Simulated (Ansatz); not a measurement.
Start from `Cl[Si](Cl)(Cl)I` and change one atom or group to get `C=C[Si](Cl)(Cl)Cl`.

Ansatz, PBE0-D4/def2-TZVP geometries, multiplicity 1. Each molecule was computed in one conformer, which needn't be the lowest.

Elements past krypton have def2 core potentials.

```tsv
property	`Cl[Si](Cl)(Cl)I`
size of the dipole moment (ωB97M-V/def2-TZVPP) / D	0.38
LUMO energy (B3LYP/def2-TZVPP) / eV	-1.69
HOMO energy (B3LYP/def2-TZVPP) / eV	-7.97
LUMO energy (PBE0/def2-TZVPP) / eV	-1.46
HOMO energy (PBE/def2-TZVPP) / eV	-7.06
HOMO–LUMO gap (B3LYP/def2-TZVPP) / eV	6.28
```

**Question.** What does the change do to each property? (An estimate is asked.)

**Answer.** The calculation gave: 
| property | `C=C[Si](Cl)(Cl)Cl` | shift |
| --- | --- | --- |
| size of the dipole moment (ωB97M-V/def2-TZVPP) / D | 2.10 | 1.72 |
| LUMO energy (B3LYP/def2-TZVPP) / eV | -1.39 | 0.30 |
| HOMO energy (B3LYP/def2-TZVPP) / eV | -8.36 | -0.39 |
| LUMO energy (PBE0/def2-TZVPP) / eV | -1.20 | 0.26 |
| HOMO energy (PBE/def2-TZVPP) / eV | -7.44 | -0.38 |
| HOMO–LUMO gap (B3LYP/def2-TZVPP) / eV | 6.97 | 0.69 |

With PBE0 the HOMO falls by 0.37 eV and the LUMO rises by 0.26 eV, so the gap widens by about 0.63 eV. PBE moves the HOMO by -0.38 eV and ωB97M-V by -0.49 eV. The zero-point energy changes by 110.1 kJ/mol with +12 modes. Dipoles are sizes alone; their direction can turn.

B3LYP here is the variant with VWN-RPA as its local correlation; programs differ in this.

Spin–orbit coupling is left out; it splits and shifts lone-pair levels of the heavy atoms by tenths of an eV.
